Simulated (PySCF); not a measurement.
Frontier orbitals and the lowest excitations

Species: ZrF2Cl2 (singlet state).
Z-matrix (Å and degrees, PBE0-D3(BJ)/def2-SVP geometry), rows numbered from 1:
```
Zr
F   1  1.8863
F   1  1.8841  2  108.78
Cl  1  2.3324  2  110.64  3  -120.47
Cl  1  2.3306  2  110.31  3   120.07
```

Level of theory: TDDFT wB97X-D/def2-SVPD, vertical, gas phase, core orbitals frozen in the response, def2 core potentials past Kr (PySCF). Spin–orbit coupling is left out.

Frontier orbitals with the atoms that hold most of them (Löwdin shares over 4%, at most four atoms; ? is withheld):

| orbital | ε (eV) | atoms |
| --- | --- | --- |
| HOMO-3 | -12.44 | Cl5 42%, Cl4 41%, Zr1 14% |
| HOMO-2 | -12.06 | Cl5 84%, Zr1 8% |
| HOMO-1 | -12.05 | Cl4 85%, Zr1 8% |
| HOMO | ? | ? |
| LUMO | -0.64 | Zr1 70%, Cl5 12%, Cl4 12% |
| LUMO+1 | -0.51 | Zr1 72%, Cl5 7%, Cl4 7%, F3 7% |
| LUMO+2 | 0.15 | Zr1 66%, Cl5 11%, Cl4 11%, F2 7% |

(1) Give the leading atoms of the HOMO.

(2) What is the HOMO energy, and the HOMO–LUMO gap?

## Answers

(1) Cl4 (bonded to Zr) 48%; Cl5 (bonded to Zr) 48%.

(2) ε(HOMO) = -11.72 eV; the gap is 11.08 eV (0.4071 hartree).

Problem. The HOMO–LUMO gap is 11.08 eV. Where does the response calculation put the lowest singlet, and from which orbitals?

Solution. S1 is at 6.33 eV (f = 0.0008), 4.75 eV below the gap, made of HOMO→LUMO+1 (86%), HOMO-2/HOMO-1→LUMO (≥9%). Its leading pair isn't HOMO and LUMO; the energies of that pair differ by 11.21 eV. Without the coupling terms of the response equations the lowest excitation would equal the gap.

Problem. Give energy, strength and leading configuration of S1 and S2, and follow the Löwdin shares of the leading atoms from the occupied to the empty orbital.

Solution. 
- S1 (6.33 eV, f 0.0008), HOMO→LUMO+1 (86%): Cl4 48% → 7%, Cl5 48% → 7%, Zr1 at most 4% → 72%; the Löwdin share of zirconium is at most 4% in HOMO and 72% in LUMO+1 (ligand-to-metal charge transfer by this measure)
- S2 (6.38 eV, f 0.023), HOMO→LUMO (71%): Cl4 48% → 12%, Cl5 48% → 12%, Zr1 at most 4% → 70%; the Löwdin share of zirconium is at most 4% in HOMO and 70% in LUMO (ligand-to-metal charge transfer by this measure)

Orbitals of the list HOMO-3 to LUMO+2 that lie within 0.01 eV of each other are written together with a slash and their weights summed (≥ marks a lower bound); for degenerate orbitals outside that list single weights are arbitrary.
